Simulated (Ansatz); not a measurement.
`C[SiH](S)[GaH2]` and `C[SiH](O)[GaH2]` differ in one element.

Ansatz, PBE0-D4/def2-TZVP geometries, multiplicity 1. Each molecule was computed in one conformer, which needn't be the lowest. `C[SiH](S)[GaH2]` holds a close contact that its SMILES doesn't draw: Ga···S 2.78 Å.

Scalar relativity is left out up to krypton.

| property | `C[SiH](S)[GaH2]` |
| --- | --- |
| HOMO energy (ωB97M-V/def2-TZVPP) / eV | -8.68 |
| HOMO–LUMO gap (ωB97M-V/def2-TZVPP) / eV | 9.45 |
| HOMO energy (PBE0/def2-TZVPP) / eV | -6.71 |
| LUMO energy (B3LYP/def2-TZVPP) / eV | -1.12 |
| LUMO energy (PBE/def2-TZVPP) / eV | -1.66 |
| size of the dipole moment (ωB97M-V/def2-TZVPP) / D | 2.25 |

(1) Give the same properties after the change, and the shifts. (An estimate is asked.)

Answers

(1) The calculation gave: 
```json
{"property": "HOMO energy (ωB97M-V/def2-TZVPP) / eV", "`C[SiH](O)[GaH2]`": "-9.19", "shift": "-0.51"}
{"property": "HOMO–LUMO gap (ωB97M-V/def2-TZVPP) / eV", "`C[SiH](O)[GaH2]`": "8.94", "shift": "-0.51"}
{"property": "HOMO energy (PBE0/def2-TZVPP) / eV", "`C[SiH](O)[GaH2]`": "-7.16", "shift": "-0.45"}
{"property": "LUMO energy (B3LYP/def2-TZVPP) / eV", "`C[SiH](O)[GaH2]`": "-2.24", "shift": "-1.12"}
{"property": "LUMO energy (PBE/def2-TZVPP) / eV", "`C[SiH](O)[GaH2]`": "-2.80", "shift": "-1.14"}
{"property": "size of the dipole moment (ωB97M-V/def2-TZVPP) / D", "`C[SiH](O)[GaH2]`": "1.90", "shift": "-0.35"}
```

With PBE0 the HOMO falls by 0.45 eV and the LUMO falls by 1.09 eV, so the gap narrows by about 0.64 eV. PBE moves the HOMO by -0.37 eV and ωB97M-V by -0.51 eV. Dipoles are sizes alone; their direction can turn.

Positive LUMOs are unbound, so they and the gaps depend on the basis.

B3LYP here is the variant with VWN-RPA as its local correlation; programs differ in this.
